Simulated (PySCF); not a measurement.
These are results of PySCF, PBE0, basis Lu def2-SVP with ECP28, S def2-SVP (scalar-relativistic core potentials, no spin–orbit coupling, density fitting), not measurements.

```xyz
3
charge -1 multiplicity 1, angstrom
Lu    0.0000    0.0000   -0.6071
S     1.0719    0.0000    1.6613
S    -1.0719    0.0000    1.6613
```

[LuS2]- (singlet), along the line from Lu1 (at 0) through S2 (at 2.509 Å). Core electrons replaced by a potential are absent, the electrostatic potential uses the reduced nuclear charge, and values within about 0.7 Å of such atoms have no physical meaning.

Question: Tabulate the fields along this line at -0.75, 0.88, 1.13, 1.38, 1.63, 1.88, 2.13, 2.38, 2.76, 3.01, 3.26, 3.51, 3.76, 4.01 Å.

Answer: 
| distance (Å) | electron density (e/Å³) | electron localisation function | electrostatic potential (V) |
| --- | --- | --- | --- |
| -0.75 | 2.43 | 0.617 | 38.5 |
| 0.88 | 1.13 | 0.364 | 23 |
| 1.13 | 0.475 | 0.198 | 8.61 |
| 1.38 | 0.525 | 0.592 | 4.9 |
| 1.63 | 0.888 | 0.83 | 11.2 |
| 1.88 | 1.34 | 0.38 | 38.6 |
| 2.13 | 5.84 | 0.331 | 130 |
| 2.38 | 140 | 0.51 | 931 |
| 2.76 | 33.9 | 0.855 | 279 |
| 3.01 | 1.84 | 0.096 | 68.9 |
| 3.26 | 1.04 | 0.856 | 19.1 |
| 3.51 | 0.513 | 0.926 | 2.44 |
| 3.76 | 0.217 | 0.873 | -3 |
| 4.01 | 0.092 | 0.762 | -4.57 |

On a grid of 0.13 Å the density has a local minimum along the bond near 1.25 Å from Lu, at 0.45 e/Å³, where the ELF is 0.34.

The lowest empty level of this anion is unbound, so it and the gap depend on the basis. The basis has no diffuse functions, which an anion would want.
